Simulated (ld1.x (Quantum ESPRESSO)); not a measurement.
Se, TM semilocal: configuration errors across variants

selenium (Se), norm-conserving Troullier–Martins (semilocal form), made with ld1.x (Quantum ESPRESSO) 7.5 (PBE, scalar-relativistic). Core [Ar] 3d10, reference 4s2 4p3.5 (charge +0.5). Waves: 4p (bound): rc 1.65 bohr; 4s (bound): rc 1.10 bohr. Local part: the s channel. Core correction: none.

All-electron excitation energies from the reference (eV): (1) 4s2 4p4 -4.310; (2) 4s2 4p3 6.535; (3) 4s2 4p2 26.884; (4) 4s2 4p4.3 -5.902; (5) 4s2 4p0 99.936; (6) 4s1 4p5 6.572; (7) 4s1 4p4 18.073.

A semilocal file is local in each channel, so a ghost entry of none says nothing of the separable form that plane-wave codes build from it.

4 further variants failed, have other tests or another functional or relativity, and are left out.

Errors AE − PS in meV (a dash: test not solved or not reliable):

| change | (1) | (2) | (3) | (4) | (5) | (6) | (7) | bound ghosts |
| --- | --- | --- | --- | --- | --- | --- | --- | --- |
| base | +0.7 | -1.0 | -2.7 | +1.1 | +87 | +22 | +17 | none |
| core correction a·sin(br)/r model core inside 0.72 bohr | +0.9 | -0.9 | -5.2 | +1.3 | -74 | -15 | -16 | none |
| wave 4p (bound): rc 1.65 bohr becomes 4p (bound): rc 2.54 bohr | +1.3 | -0.6 | -3.4 | +2.5 | -19 | +38 | +39 | none |
| wave 4s (bound): rc 1.10 bohr becomes 4s (bound): rc 1.60 bohr | +0.4 | -1.5 | -11 | +0.5 | -38 | +1.6 | +3.1 | none |

(1) Give the same row for: all radii scaled by about 1.19 (s 1.30, p 1.96 bohr).

Results:

(1) +0.5, -1.5, -11, +0.7, -43, +3.9, +5.9; bound ghosts: none.
